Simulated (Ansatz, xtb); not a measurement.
CH5BF3N: 3 structures ranked

3 gas-phase structures of CH5BF3N, from a drawn sample of its isomers (lower ones may exist). Each was relaxed with GFN2-xTB; where two conformers were screened, the lower at r2SCAN-D4/def2-SVP is listed:

A. `C[NH2+][B-](F)(F)F`, a singlet
B. `FC[NH2+][BH-](F)F`, a singlet
C. `[NH3+]C[B-](F)(F)F`, a singlet

Problem. Estimate their order in r2SCAN-D4/def2-SVP energy at these geometries, lowest first.

Solution. Calculated order at r2SCAN-D4/def2-SVP: A (0.000), C (1.359), B (2.405) eV.

Energies above the lowest of each column, in eV; the last columns are at PBE0-D4/def2-SVP geometries:

```json
{"structure": "A", "GFN2-xTB": "0.000", "HF/STO-3G": "0.000", "r2SCAN-D4/def2-SVP": "0.000", "PBE0-D4/def2-SVP": "0.000", "CCSD(T)/def2-SVP + ΔMP2/def2-TZVPP": "0.000"}
{"structure": "C", "GFN2-xTB": "1.593", "HF/STO-3G": "2.559", "r2SCAN-D4/def2-SVP": "1.359", "PBE0-D4/def2-SVP": "1.337", "CCSD(T)/def2-SVP + ΔMP2/def2-TZVPP": "1.362"}
{"structure": "B", "GFN2-xTB": "1.413", "HF/STO-3G": "1.999", "r2SCAN-D4/def2-SVP": "2.405", "PBE0-D4/def2-SVP": "2.350", "CCSD(T)/def2-SVP + ΔMP2/def2-TZVPP": "2.359"}
```

Every level run on A puts it lowest or level with the lowest. Flexible structures stand in one conformer each, not always the lowest. ΔMP2 is the change of the MP2 energy from the smaller to the larger basis.

Programs: Ansatz 0.2.0, xtb 6.7.1.
